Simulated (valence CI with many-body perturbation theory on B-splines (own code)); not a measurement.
## Ru XXIV: key properties

Calculated by relativistic CI+MBPT: three valence electrons over a frozen Dirac-Fock core [Ar], radial functions for each j: 7 s, 7 p, 8 d, 6 f, 4 g, 1 h, with the one-electron correlation potential Σ1, the two-electron term Σ2, the three-electron term Σ3, Breit, model QED; selected CI, second order for the rest, scaled by the run's own slope (own B-spline code, finite nucleus).

No measured levels were compared; by estimate terms of the open shell hold to 2 to 4 % of their energy, and close levels can change places. Only levels of the ground parity were solved; by the run's estimate the other parity begins above the list, which can be wrong where configurations are misplaced.

Names give the largest LS component (configuration and term), which can be under half, so a name can repeat, a term be missing and a line seem to break the LS rules; names also repeat where a configuration has a term twice.

Rates and lifetimes use the calculated energies. Strong lines usually hold to 10 to 20 %, long lifetimes can be off by a factor of two.

What is the ground level?

3d³ ⁴F_3/2, composition 86 % 3d³ ⁴F + 12 % 3d³ ²D, g = 0.464.

How well does LS coupling describe the low levels?

Among the lowest 19 levels the leading LS term, summed over configurations, holds 79 % on average. For single configurations the figures are 79 % in LS and 74 % in jj coupling. Terms mix most in the J = 3/2 level at 14.664 eV, where the leading one holds 48 %.

How is the term ⁴F of the ground level split?

J = 3/2 at 0.000, J = 5/2 at 2.892, J = 7/2 at 5.341, J = 9/2 at 7.123 eV.

What is the ionisation energy?

1116 eV; NIST lists 1115 ± 4 eV (theoretical).
